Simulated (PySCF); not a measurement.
C2H5FSi2, SMILES [Si@H](C#C)(F)[SiH3].

Geometry: B3LYP-D3(BJ)/def2-SVP. The structure was generated by enumeration; whether it is a known compound was not checked.

Two levels are set side by side: TDDFT-PBE/def2-SVPD (PySCF) and TDDFT-PBE0/def2-SVPD (PySCF). Vertical, same geometry. The lowest singlet is HOMO→LUMO 98 % with PBE and HOMO→LUMO 88 % with the other functional; states are paired by order. Differences are taken from unrounded values.

```csv
quantity,TDDFT-PBE0
lowest singlet excitation (eV),5.39
lowest triplet excitation (TDA) (eV),4.65
first bright state (f over 0.05) (eV),7.06
its oscillator strength,0.16
```

Task: What does TDDFT-PBE give, and how far is it from TDDFT-PBE0? (Estimate from the structure and the level; the computed values follow.)

Result: 
```tsv
quantity	TDDFT-PBE	TDDFT-PBE minus TDDFT-PBE0
lowest singlet excitation (eV)	5.04	-0.35
lowest triplet excitation (TDA) (eV)	4.59	-0.06
first bright state (f over 0.05) (eV)	6.40	-0.66
its oscillator strength	0.21	0.06
```

A lower first singlet is the usual sign of a functional without exact exchange. Differences between two approximate levels are no errors against the true value.

Rough cost on one machine, each run with all the roots and properties that it gave: TDDFT-PBE0 against TDDFT-PBE about 4 times.
